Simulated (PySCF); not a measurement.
Gas-phase reaction: 2 InH2Cl + 2 HCl → 2 InCl2 + 3 H2, at 1400 K and a standard pressure of 1 bar. Level: CCSD(T)/def2-TZVPP†.

Energies from PySCF, thermal terms from the rigid-rotor harmonic-oscillator model, ideal gas at 1 bar. † marks an energy on the PBE0/def2-TZVP geometry and frequencies. CCSD(T) freezes the core. Open shells (unrestricted): InCl2 (multiplicity 2); the rest are closed-shell singlets. In: scalar-relativistic def2 core potential, no spin-orbit coupling. InH2Cl, InCl2: computed as isolated molecules; such fragments, hydroxides, amides, oligomers or adducts are transient or little studied in the gas. CCSD(T) isn't extrapolated to the basis-set limit; its ΔH°(298 K) is -53.3 kJ in def2-SVP and -48.9 kJ in def2-TZVPP. The harmonic model lacks anharmonicity and excited electronic states, which grow with temperature; levels with a mode under 35 cm⁻¹ are left out. Soft modes under 120 cm⁻¹ make the harmonic entropy rough for InCl2.

| species | E (Ha) | H(1400 K) − E (kJ/mol) | S°(1400 K) (J/mol/K) |
|---|---|---|---|
| InH2Cl | -650.43943 | 124.1 | 381.0 |
| HCl | -460.33125 | 60.4 | 233.4 |
| InCl2 | -1109.02077 | 81.7 | 402.4 |
| H2 | -1.17233 | 67.7 | 175.9 |
E: electronic energy; H − E holds the zero-point and thermal terms. 1 Ha = 2625.5 kJ/mol.

### Question
Work out ΔH°, ΔS°, ΔG° and log10 K from these numbers.

### Answer
1. ΔE = 2×(-1109.02077) + 3×(-1.17233) − 2×(-650.43943) − 2×(-460.33125) = -0.01717 Ha = -45.1 kJ.
2. Δ(H − E) = 2×(81.7) + 3×(67.7) − 2×(124.1) − 2×(60.4) = -2.5 kJ, so ΔH° = -47.6 kJ.
3. ΔS° = 2×(402.4) + 3×(175.9) − 2×(381.0) − 2×(233.4) = 103.7 J/K; the number of gas molecules changes by +1.
4. ΔG° = ΔH° − TΔS° = -47.6 − 1400×(103.7)/1000 = -192.8 kJ.
5. log10 K = −ΔG°/(RT ln 10) = 7.19, with RT ln 10 = 26.80 kJ/mol; at standard pressures the products are favoured.
6. A shift of 10 kJ in ΔE would move log10 K by 0.37 here.
For scale, ΔH°(298 K) is -49 kJ at this level, -54 kJ at ωB97M-V/def2-TZVP†, and runs from -159 to -24 kJ over the 18 levels computed.
